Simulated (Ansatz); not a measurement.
Consider the cleavage of the Ge–B bond: `[GeH3][B]1O[SiH2]1` + `O[SiH2]F` → `F[SiH2][O][GeH3]` + `B1O[SiH2]1`.

Computed with Ansatz on PBE0-D4/def2-TZVP structures; ΔE is electronic, products minus reactants. CCSD(T)/CBS adds triple-zeta CCSD(T) − MP2 to the extrapolated MP2 energy (def2 sets, frozen cores). DFT in def2-TZVPP. B3LYP here is the variant with VWN-RPA as its local correlation; programs differ in this. For Ge outer-core shells are correlated without core-valence functions, which leaves a few kJ/mol of doubt a bond. Scalar relativity is left out up to krypton. One conformer a species, not always the lowest.

`[GeH3][B]1O[SiH2]1`:

```xyz
9

Ge   -1.405   -1.188   -0.304
B     0.161    0.123   -0.090
O     1.011    0.709   -0.940
Si    1.480    1.295    0.648
H    -2.673   -0.568    0.304
H    -1.092   -2.478    0.471
H    -1.679   -1.545   -1.774
H     2.867    0.884    0.964
H     1.330    2.767    0.721
```

`O[SiH2]F`:

```xyz
6

O     0.325   -0.420   -1.157
Si    0.092    0.152    0.351
F    -0.592   -0.950    1.281
H    -0.433   -0.545   -1.729
H     1.431    0.446    0.895
H    -0.823    1.317    0.359
```

`F[SiH2][O][GeH3]`:

Cartesian coordinates in Å:
```
F -1.560 -1.764 -0.393
Si -1.422 -0.184 -0.593
O 0.134 0.242 -0.631
Ge 1.492 0.268 0.524
H -2.035 0.155 -1.894
H -2.123 0.438 0.556
H 0.912 0.433 1.938
H 2.352 1.469 0.117
H 2.249 -1.057 0.375
```

`B1O[SiH2]1`:

Cartesian coordinates in Å:
```
B 0.165 -0.202 -1.123
O 0.061 0.997 -0.536
Si -0.106 -0.175 0.756
H 0.334 -0.512 -2.259
H -1.434 -0.073 1.406
H 0.979 -0.035 1.754
```

Q: Is it downhill or uphill in electronic energy at CCSD(T)/CBS, and by how much? (Estimate.)

A: The calculation gave: Downhill: ΔE = -7.3 kcal/mol.

Q: What do these levels give: r2SCAN-D4, B3LYP-D4, ωB97X-V, ωB97M-V, PBE, B3LYP, SCS-MP2/def2-TZVPP, CCSD/def2-TZVPP, MP2/def2-QZVPP, SCS-MP2/def2-QZVPP, HF/CBS(def2), CCSD/CBS(def2)? (An estimate is asked.)

A: The calculation gave: r2SCAN-D4 -6.9, B3LYP-D4 -8.3, ωB97X-V -9.0, ωB97M-V -8.4, PBE -4.0, B3LYP -8.1, SCS-MP2/def2-TZVPP -10.2, CCSD/def2-TZVPP -8.6, MP2/def2-QZVPP -8.5, SCS-MP2/def2-QZVPP -10.2, HF/CBS(def2) -15.1, CCSD/CBS(def2) -8.1 kcal/mol.

Largest T1 diagnostic among the species: 0.017.

From PBE to PBE0 (25 % exact exchange), in def2-TZVPP and without D4, ΔE moves by −1.4 kcal/mol. In def2-TZVPP, CCSD(T) changes the Hartree–Fock value by +6.4 kcal/mol (the triples alone add +0.7 kcal/mol) and MP2 by +5.7 kcal/mol.
